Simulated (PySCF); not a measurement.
CF3CH2I, C2H2F3I.
Bonds: F1–C2, C2–F3, C2–F4, C2–C5, C5–I6. Hydrogens: H7, H8 on C5.

A GFN2-xTB structure was refined with PBE0-D3(BJ)/def2-SVP geometry optimisation, gas phase, def2 core potentials past Kr in PySCF. Its GFN2-xTB values:

```csv
coordinate,GFN2-xTB
F1–C2,1.313 Å
C2–F3,1.335 Å
C2–C5,1.511 Å
C5–I6,2.125 Å
C5–H7,1.088 Å
F1–C2–F3,106.2°
F1–C2–C5,109.9°
C2–C5–I6,110.9°
F3–C2–C5,113.8°
F1–C2–C5–I6,180°
```

Problem. How do these coordinates change at the PBE0-D3(BJ)/def2-SVP level?

Solution. 
| coordinate | PBE0-D3(BJ)/def2-SVP (Å or °) | change |
| --- | --- | --- |
| F1–C2 | 1.339 | +0.026 |
| C5–I6 | 2.137 | +0.012 |
| C5–H7 | 1.096 | +0.008 |
| C2–F3 | 1.330 | -0.005 |
| C2–C5 | 1.510 | -0.001 |
| C2–C5–I6 | 113.6 | +2.7 |
| F3–C2–C5 | 112.3 | -1.5 |
| F1–C2–F3 | 107.7 | +1.5 |
| F1–C2–C5 | 108.6 | -1.3 |
| F1–C2–C5–I6 | -179 | +1 |

The energy falls by 0.036 eV over 5 energy and gradient evaluations, the largest force component goes from 0.0206 to 3.8e-04 Eh/bohr, and the atoms move by 0.037 Å rms after alignment. The bond that changes most is F1–C2 (fluorine of a CF3 group to CF3 carbon), which lengthens by 0.026 Å. Bonds longer at the end by more than 0.005 Å: 3 of 7; shorter: 0. Rotational constants go from 5392, 895.2, 891.2 to 5351, 865.7, 861.1 MHz.

The run used 106 basis functions and 34 SCF cycles in all.

Stationary, but not proved a minimum.

Conformer computed: `[F:1][C:2]([F:3])([F:4])[CH2:5][I:6]`: F1–C2–C5–I6 -179°.
